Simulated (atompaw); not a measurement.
## Which change was made? (Lu, PAW (atompaw))

lutetium, PAW, made with atompaw 4.2.0.5 (PBE, scalar-relativistic). Core [Kr] 4d10, reference 4f14 5s2 5p6 5d1 6s2 6p0. Waves: 5s (bound): rc 1.80 bohr; 6s (bound): rc 1.55 bohr; 5p (bound): rc 2.10 bohr; 6p (bound, empty): rc 2.10 bohr; 5d (bound): rc 0.80 bohr; 5d channel at 3.35 Ry: rc 0.80 bohr; 4f (bound): rc 0.95 bohr; 4f channel at -0.3 Ry: rc 0.95 bohr. Local part: troulliermartins scheme with l = 4 at 0.5 Ry, radius 1.80 bohr. Core correction: smooth core density matched at 1.50 bohr. Augmentation charge: sinc compensation charge, radius 1.60 bohr; PAW radius 2.10 bohr; waves and projectors: custom polynom vanderbiltortho.

Cutoffs, loose and tight: the cutoffs (Ry, on a coarse ladder) from which the occupation-weighted sum of valence levels, in a spherical-Bessel basis at the reference potential, stays within 10 and 1 mRy of its value at 400 Ry. They see the waves, projectors and local potential, not the compensation charge or the core.

The base gives: outcome: generated; cutoff, loose: 300 Ry; cutoff, tight: over 300 Ry; bound ghosts: d.

Task: After one change the result is: outcome: generated; cutoff, loose: 300 Ry; cutoff, tight: over 300 Ry; bound ghosts: d, s. Which change was it?
A. wave 5d channel at 3.35 Ry: rc 0.80 bohr becomes 5d channel at 3.35 Ry: rc 1.28 bohr
B. local potential troulliermartins scheme with l = 4 at 0.5 Ry, radius 1.36 bohr
C. core [Kr], valence charge 35; reference 4d10 4f14 5s2 5p6 5d1 6s1 6p1; waves now 5s (bound): rc 1.90 bohr; 6s (bound): rc 2.80 bohr; 5p (bound): rc 1.65 bohr; 6p (bound): rc 2.80 bohr; 4d (bound): rc 0.90 bohr; 5d (bound): rc 0.80 bohr; 4f (bound): rc 1.05 bohr; 4f channel at 2.8 Ry: rc 1.05 bohr; local potential troulliermartins scheme with l = 4 at 0.5 Ry, radius 1.95 bohr; core correction smooth core density matched at 2.20 bohr; augmentation sinc compensation charge, radius 2.35 bohr; PAW radius 2.80 bohr; waves and projectors: custom polynom vanderbiltortho

Result: B. The others give: core [Kr], valence charge 35; reference 4d10 4f14 5s2 5p6 5d1 6s1 6p1; waves now 5s (bound): rc 1.90 bohr; 6s (bound): rc 2.80 bohr; 5p (bound): rc 1.65 bohr; 6p (bound): rc 2.80 bohr; 4d (bound): rc 0.90 bohr; 5d (bound): rc 0.80 bohr; 4f (bound): rc 1.05 bohr; 4f channel at 2.8 Ry: rc 1.05 bohr; local potential troulliermartins scheme with l = 4 at 0.5 Ry, radius 1.95 bohr; core correction smooth core density matched at 2.20 bohr; augmentation sinc compensation charge, radius 2.35 bohr; PAW radius 2.80 bohr; waves and projectors: custom polynom vanderbiltortho → outcome: generated; cutoff, loose: 300 Ry; cutoff, tight: over 300 Ry; bound ghosts: none | wave 5d channel at 3.35 Ry: rc 0.80 bohr becomes 5d channel at 3.35 Ry: rc 1.28 bohr → outcome: failed: atompaw: The overlap operator has at least one negative eigenvalue!.
